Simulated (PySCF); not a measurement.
C2H14OSi5.
Numbering: `[CH3:1][CH2:2][Si@@H:3]1[SiH2:4][SiH2:5][Si@H:6]1[O:7][SiH3:8]`

NICS = −σ at a ghost point: NICS(0) at the centroid of the ring atoms, NICS(1) 1 Å to either side along the normal of their mean plane, zz for the tensor component along that normal. Level: GIAO PBE0/pcSseg-1 (PySCF, non-relativistic, gas phase) on the GFN2-xTB geometry, one conformer.

Ring bond lengths (Å), with Mayer bond orders in brackets: Si3–Si4 2.376 (0.86), Si4–Si5 2.366 (0.85), Si5–Si6 2.360 (0.86), Si6–Si3 2.365 (0.87).

Problem. What do the NICS probes read (ppm)?

Solution. 
```csv
ring,type,NICS(0),"NICS(1), two faces","NICS(1)zz, two faces",rms pucker (Å),"centre to ring atoms, mean (Å)"
Si3–Si4–Si5–Si6,4-membered ring with 4 Si; formal bonds all single,2.8,-0.1 / -1.2,4.7 / 4.1,0.09,1.67
```

Problem. What do they say, and how far can they be read as aromaticity?

Solution. 
- Si3–Si4–Si5–Si6: mean NICS(1)zz 4.4 ppm, deshielded. Si3, Si4, Si5, Si6 have four or more neighbours, and the NICS criterion for π rings isn't applied.

Problem. At the second NICS(1) probe listed for ring Si3–Si4–Si5–Si6, 1 Å off the ring, what do the in-plane components average?

Solution. The isotropic value is a third of the trace: (3 × -1.2 − (4.1))/2 = -3.8 ppm.

Problem. Give the inner angles of the rings and the Hirshfeld charges of the ring atoms.

Solution. 
- Si3–Si4–Si5–Si6: Si3 89.3° (+0.177 e), Si4 89.7° (+0.134 e), Si5 89.7° (+0.130 e), Si6 90.1° (+0.257 e); sum 358.7° against 360° for a flat convex ring.

The values belong to the conformer `[CH3:1][CH2:2][Si@@H:3]1[SiH2:4][SiH2:5][Si@H:6]1[O:7][SiH3:8]`: C1–C2–Si3–Si4 165°, Si5–Si6–O7–Si8 49°.
